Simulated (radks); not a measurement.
Q: Excited configurations of neutral sulfur: one electron is placed in a higher orbital outside [Ne] 3s2 3p3. The ground configuration is [Ne] 3s2 3p4. Calculated with a radial shooting solver on a logarithmic mesh with Libxc functionals: Dirac Kohn-Sham, PBE, spin-unpolarised, spherical densities, finite nucleus; open shells fill j = l - 1/2 first; Fermi nuclear charge, rms radius 3.2611 fm. Excitation = E - E(ground); binding = E(ion) - E, where the ion is the core of charge +1; n* = 1/sqrt(2 binding) in atomic units, and the quantum defect is n - n*.

| outer orbital | excitation (eV) | binding (eV) | n* | quantum defect | eigenvalue (eV) | <r> (bohr) |
|---|---|---|---|---|---|---|
| 3d3/2 | 9.760 | 1.966 | 2.630 | 0.370 | -0.608 | 7.630 |
| 4s1/2 | 8.013 | 3.713 | 1.914 | 2.086 | -2.039 | 5.808 |
| 4p1/2 | 9.223 | 2.503 | 2.332 | 1.668 | -1.302 | 7.639 |
| 4f5/2 | 10.817 | 0.909 | 3.869 | 0.131 | -0.436 | 17.44 |
| 5s1/2 | 9.976 | 1.750 | 2.788 | 2.212 | -1.055 | 12.42 |
| 5p1/2 | 10.380 | 1.345 | 3.180 | 1.820 | -0.792 | 15.39 |
| 5d3/2 | 10.905 | 0.821 | 4.071 | 0.929 | -0.491 | 24.12 |
| 5f5/2 | 11.100 | 0.626 | 4.662 | 0.338 | -0.366 | 29.54 |
| 6p1/2 | 10.891 | 0.835 | 4.037 | 1.963 | -0.527 | 25.76 |
| 6d3/2 | 11.162 | 0.564 | 4.912 | 1.088 | -0.360 | 37.17 |
| 7p1/2 | 11.158 | 0.568 | 4.894 | 2.106 | -0.374 | 38.89 |

Estimate the row for 6f5/2.

A: excitation (eV) 11.274; binding (eV) 0.452; n* 5.488; quantum defect 0.512; eigenvalue (eV) -0.285; <r> (bohr) 44.32. The Delta-SCF ionisation energy is 11.726 eV (NIST Atomic Spectra Database: 10.360 eV, measured). Self-interaction in the functional shifts the binding energies and quantum defects, so they are the method's values and not measured ones. Spin polarisation and multiplet splitting are left out, so open shells lie too high by an amount that depends on their filling.

Beside tabulated values, note that spin-unpolarised runs miss the spin-polarisation part of the exchange energy of open shells.
